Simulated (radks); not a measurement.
Values are calculated unless marked as measured or tabulated.
Effect of the nuclear size on neutral manganese, [Ar] 3d5 4s2. Level of theory: Dirac Kohn-Sham, PBE, spin-unpolarised, spherical densities, finite nucleus; open shells fill j = l - 1/2 first; Fermi nuclear charge, rms radius 3.7057 fm (a radial shooting solver on a logarithmic mesh with Libxc functionals). The rms radius is varied about that value; shifts are against it.

| rms radius (fm) | total energy shift (eV) | density at nucleus (e/bohr^3) | 1s1/2 shift (meV) | 2s1/2 shift (meV) | 2p1/2 shift (meV) | 3s1/2 shift (meV) |
|---|---|---|---|---|---|---|
| 3.0609 | -0.0291 | 1.327e+04 | -12.3 | -1.09 | 0.123 | -0.150 |
| 3.3425 | -0.0170 | 1.323e+04 | -7.22 | -0.639 | 0.072 | -0.088 |
| 3.7057 | 0 | 1.317e+04 | 0.000 | 0.000 | 0.000 | 0.000 |
| 3.9392 | 0.0119 | 1.314e+04 | 5.02 | 0.444 | -0.050 | 0.061 |
| 4.3171 | 0.0325 | 1.309e+04 | 13.8 | 1.22 | -0.138 | 0.168 |

Slopes of the eigenvalues against <r^2> in GHz/fm^2, as finite differences over the two radii next to the reference (eigenvalue slopes, not the field-shift constants of lines): 1s1/2 681, 2s1/2 60.3, 2p1/2 -6.81, 3s1/2 8.29.
